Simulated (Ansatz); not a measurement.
Geometry optimisation, DFT PBE, scalar-relativistic, plane waves, PAW in Ansatz.

Input:

```yaml
crystal:
  lattice:
    - [7.398, 0.0, 0.0]
    - [-3.699, 6.406856, 0.0]
    - [0.0, 0.0, 11.0]
  atoms:
    - { symbol: C, position: [0.0, 0.0, 0.0909091] }
    - { symbol: C, position: [0.2222222, 0.1111111, 0.0909091] }
    - { symbol: C, position: [0.0, 0.3333333, 0.0909091] }
    - { symbol: C, position: [0.2222222, 0.4444444, 0.0909091] }
    - { symbol: C, position: [0.0, 0.6666667, 0.0909091] }
    - { symbol: C, position: [0.2222222, 0.7777778, 0.0909091] }
    - { symbol: C, position: [0.3333333, 0.0, 0.0909091] }
    - { symbol: C, position: [0.5555556, 0.1111111, 0.0909091] }
    - { symbol: C, position: [0.3333333, 0.3333333, 0.0909091] }
    - { symbol: C, position: [0.5555556, 0.4444444, 0.0909091] }
    - { symbol: C, position: [0.3333333, 0.6666667, 0.0909091] }
    - { symbol: C, position: [0.5555556, 0.7777778, 0.0909091] }
    - { symbol: C, position: [0.6666667, 0.0, 0.0909091] }
    - { symbol: C, position: [0.8888889, 0.1111111, 0.0909091] }
    - { symbol: C, position: [0.6666667, 0.3333333, 0.0909091] }
    - { symbol: C, position: [0.8888889, 0.4444444, 0.0909091] }
    - { symbol: C, position: [0.6666667, 0.6666667, 0.0909091] }
    - { symbol: C, position: [0.8888889, 0.7777778, 0.0909091] }
    - { symbol: O, position: [0.0978671, 0.7160427, 0.21], spin: 1.0 }
    - { symbol: H, position: [0.1446893, 0.7398816, 0.2945455] }
magnetization:
  spin_polarized: true
basis:
  ecutwfc: 420.0
kpoints:
  mp_grid: { grid: [2, 2, 1] }
hamiltonian:
  xc: pbe
  pseudopotentials: { kind: paw, azcp: { folder: soft_1 } }
scf:
  occupations: { method: gaussian, width: 0.02 }
  lower_state_search: "off"
relax:
  f_tol: 0.03
  max_steps: 60
  adjacent_minimum: "off"
output:
  write_density: true
  write_potential: true
  elf: true
  volumetric_format: npy
```

Run as:

```bash
$ ansatz run input.yaml --threads 2 --pin off --max-ram 5120MiB --backend cpu --events-out ev --progress --plain --runs-dir out
```

Problem. Where does it end, and by what steps?

Solution. It converged. The force dipped under the threshold on the way, but the program's further checks kept it going. Limits of this set-up: coarse k mesh, slab without dipole correction. After 14 steps the energy has fallen by 3.815 eV; H20 moved furthest, 1.22 Å. Parted: C5–O19 (1.45 → 2.35 Å).

```tsv
step	energy less start (eV)	largest force component (eV/Å)	accepted
0	0.0000	6.299	yes
1	-1.1826	4.255	yes
2	-1.9753	3.374	yes
3	-2.8144	1.519	yes
4	-3.0719	1.014	yes
5	-3.1501	0.984	yes
6	-3.2586	0.980	yes
7	-3.3727	1.008	yes
8	-3.5468	1.331	yes
9	-3.7187	1.177	yes
10	-3.7468	1.744	yes
11	-3.7898	0.626	yes
12	-3.8132	0.215	yes
13	-3.8147	0.029	yes
14	-3.8147	0.029	yes
```

```xyz
20
Lattice="7.3980 0.0000 0.0000 -3.6990 6.4069 0.0000 0.0000 0.0000 11.0000" Properties=species:S:1:pos:R:3
C -0.091 -0.048 0.949
C 1.150 0.659 0.933
C -1.320 2.081 0.949
C -0.087 2.802 0.933
C -2.569 4.212 1.013
C -1.323 4.931 1.432
C 2.378 -0.036 1.020
C 3.606 0.659 0.929
C 1.146 2.085 0.878
C 2.379 2.797 0.869
C -0.075 4.212 1.020
C 1.141 4.929 0.929
C 4.848 -0.049 0.946
C 6.078 0.662 0.942
C 3.610 2.086 0.874
C 4.844 2.803 0.928
C 2.379 4.219 0.874
C 3.617 4.929 0.928
O -1.398 4.887 2.931
H -0.614 5.356 3.272
```

The run took 85 s on 2 threads of Intel(R) Xeon(R) 6975P-C (Granite Rapids) (shared host), peak memory 0.94 GiB.
